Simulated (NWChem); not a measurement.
System: C3H8Te; SMILES CC[Te]C

```xyz
12

Te     0.3147    -0.5566     0.0499
C     -1.8260    -0.7326    -0.1079
H     -2.0847    -1.7692     0.1472
H     -2.1444    -0.5220    -1.1372
H     -2.3213    -0.0532     0.5973
C      0.3796     1.5154    -0.5867
C     -0.2220     2.5033     0.3920
H     -0.1124     1.5530    -1.5701
H      1.4503     1.7098    -0.7543
H      0.2864     2.4667     1.3669
H     -1.2910     2.3073     0.5673
H     -0.1386     3.5328     0.0033
```
Atoms are numbered in this order, from 1.

All runs: NWChem. The geometry was optimised at PBE0/def2-SVP. Not confirmed as a minimum by frequencies. def2 effective core potentials on Te; no spin-orbit coupling. Level SCAN/def2-SVP: energy and gradient on several grids; changes count from the extra-fine grid, which is no exact limit either.

| grid | size of the energy change (μHa) | largest change of a gradient component (μHa/bohr) | time, medium = 1 (rough) |
|---|---|---|---|
| xcoarse | 600 | 2000 | about 1 |
| coarse | 1000 | 2000 | about 1 |
| medium | 800 | 700 | about 1 |
| fine | 2000 | 500 | about 1 |
| xfine | < 10 | < 30 | 2 |
